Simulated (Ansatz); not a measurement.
`C=CS[SiH2]N` → `C=CS` + `N[SiH]`  (silylene formation by 1,1-elimination)

Calculated with Ansatz (gas phase, PBE0-D4/def2-TZVP geometries, no zero-point term in ΔE). CCSD(T)/CBS adds triple-zeta CCSD(T) − MP2 to the extrapolated MP2 energy (def2 sets, frozen cores). This one scheme is used for every species. DFT in def2-TZVPP. B3LYP here is the variant with VWN-RPA as its local correlation; programs differ in this. One conformer a species, not always the lowest.

`C=CS[SiH2]N`:

Cartesian coordinates in Å:
```
C -2.491 0.612 -0.371
C -1.176 0.739 -0.490
S -0.179 -0.345 -1.452
Si 1.630 -0.270 -0.300
N 1.658 -1.047 1.223
H -3.064 1.347 0.181
H -3.032 -0.211 -0.825
H -0.657 1.576 -0.030
H 1.919 1.163 -0.039
H 2.618 -0.919 -1.193
H 1.228 -0.597 2.016
H 1.547 -2.048 1.279
```

`C=CS`:

Cartesian coordinates in Å:
```
C 0.219 0.397 -1.047
C -0.120 -0.246 0.063
S 0.161 0.385 1.672
H 0.697 1.370 -1.031
H 0.022 -0.046 -2.015
H -0.597 -1.218 0.019
H -0.382 -0.643 2.339
```

`N[SiH]`:

Z-matrix (Å, degrees):
```
N
Si 1 1.707
H 1 1.008 2 126.3
H 1 1.008 2 121.7 3 -180.0
H 2 1.532 1 94.1 3 -0.0
```

CCSD(T)/CBS gives +2.33 eV.

Another level gave +2.41 eV. Which?
A. SCS-MP2/def2-TZVPP
B. PBE0-D4/def2-TZVPP
C. r2SCAN-D4/def2-TZVPP
D. B3LYP-D4/def2-TZVPP

B. PBE0-D4 2.41, B3LYP-D4 2.23, r2SCAN-D4 2.45, SCS-MP2/def2-TZVPP 2.33 eV.

Largest T1 diagnostic among the species: 0.015.

The D4 term adds +0.18 eV with B3LYP and +0.10 eV with PBE0; it sums over pairs of atoms, weighted by their polarisabilities, and B3LYP, whose exchange is more repulsive, gets the larger term. From PBE to PBE0 (25 % exact exchange), in def2-TZVPP and without D4, ΔE moves by +0.15 eV.
